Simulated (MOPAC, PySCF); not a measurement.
H₃B, SMILES `B`, neutral singlet in the gas phase. 

Z-matrix (Å, degrees):
```
B
H 1 1.1894
H 1 1.1894 2 120.00
H 1 1.1894 2 120.00 3 -180.00
```
Charge 0, spin multiplicity 1.

All levels are single points at this geometry (B3LYP-D3(BJ)/def2-TZVP); Pople sets use spherical d functions. Orbital energies aren't observables, and empty levels follow the basis.

B3LYP-D3(BJ)/def2-TZVP in PySCF gives HOMO (eV) = -9.75.

Problem. Estimate the HOMO (eV) from each of these levels: B3LYP/3-21G in PySCF; B3LYP/6-311+G** in PySCF; PBE/6-31G* in PySCF; HF/STO-3G in PySCF; PM7 in MOPAC.

Solution. 
```csv
level,HOMO (eV)
B3LYP/3-21G in PySCF,-9.72
B3LYP/6-311+G** in PySCF,-9.75
PBE/6-31G* in PySCF,-8.30
HF/STO-3G in PySCF,-12.59
PM7 in MOPAC,-12.01
```
